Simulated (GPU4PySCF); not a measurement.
Computed shifts of a molecule C13H10, B3LYP/pcSseg-1 run with GPU4PySCF, GIAO, gas phase, atoms alike by connectivity averaged where their shifts nearly agree, in ppm (number of nuclei): ¹³C: 151.1 (2), 149.3 (2), 133.5 (2), 133.3 (2), 131.1 (2), 125.9 (2), 41.3 (1). ¹H: 7.98 (2), 7.59 (2), 7.49 (2), 7.38 (2), 3.86 (2). References: ¹³C against TMS (σ = 181.3 ppm); ¹H against TMS (σ = 31.68 ppm), references at their B3LYP-D3(BJ)/def2-TZVP geometries, non-relativistic (references run with PySCF on processors). Geometry optimised at B3LYP-D3(BJ)/def2-TZVP. The values are those of a single conformer.

Problem. Which molecule gave these data?
A. C#Cc1cccc2ccc(C)cc12
B. C#CC1=CC=C(c2ccccc2)C1
C. c1ccc2c(c1)Cc1ccccc1-2
D. C#CC1=C(c2ccccc2)CC=C1

Solution. C, c1ccc2c(c1)Cc1ccccc1-2
